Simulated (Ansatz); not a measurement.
`C#C[SiH](C)Cl` + H₂ → `C[SiH2]Cl` + `C#C` at 500 K and 1 bar (hydrogenolysis of the Si–C bond).

Gas-phase electronic energies from Ansatz, PBE0-D4/def2-TZVP geometries. CCSD(T)/CBS adds triple-zeta CCSD(T) − MP2 to the extrapolated MP2 energy (def2 sets, frozen cores). This one scheme is used for every species.

```tsv
species	CCSD(T)/CBS energy (Eh)	H − E (kJ/mol)	S (J/(mol·K))
`C#C[SiH](C)Cl`	-866.03655	222.0	413.3
H₂	-1.17544	41.0	145.5
`C[SiH2]Cl`	-789.97638	179.1	344.9
`C#C`	-77.22717	90.7	225.3
```

H − E and S are ideal-gas, rigid-rotor, harmonic terms from PBE0-D4/def2-TZVP, for one conformer and one mirror image of each species. The MP2-based limit puts H₂ 0.8 mEh under its directly extrapolated value; such offsets cancel only in part. 1 Eh = 2625.50 kJ/mol, R = 8.31446 J/(mol·K).

**Question.** By hand: ΔE, ΔH, ΔS and ΔG.

**Answer.** ΔE = (-789.97638) + (-77.22717) − (-866.03655) − (-1.17544) = 0.00844 Eh = 22.2 kJ/mol. Δ(H − E) = 179.1 + 90.7 − 222.0 − 41.0 = 6.8, so ΔH = 29.0 kJ/mol. ΔS = 344.9 + 225.3 − 413.3 − 145.5 = 11.4 J/(mol·K). ΔG = 29.0 − 500 × (11.4)/1000 = 23.3 kJ/mol.

**Question.** By hand: the equilibrium constant, and the temperature at which ΔG would vanish if ΔH and ΔS stayed fixed.

**Answer.** log₁₀ K = −ΔG/(RT ln 10) = -2.4. ΔG = 0 at ΔH/ΔS = 2544 K, far beyond where these terms or the molecules hold.

The number of gas molecules stays the same, so ΔS is small and ΔH decides. A doubt of 5 kJ/mol in ΔE shifts log₁₀ K by 0.5 here. Other conformers and mirror images would add mixing entropy, several J/(mol·K) or more a flexible species. These are equilibria of isolated gas molecules and say nothing of rates. Largest T1 diagnostic: 0.013 (customary marks: 0.02 for closed shells, 0.045 for open ones).
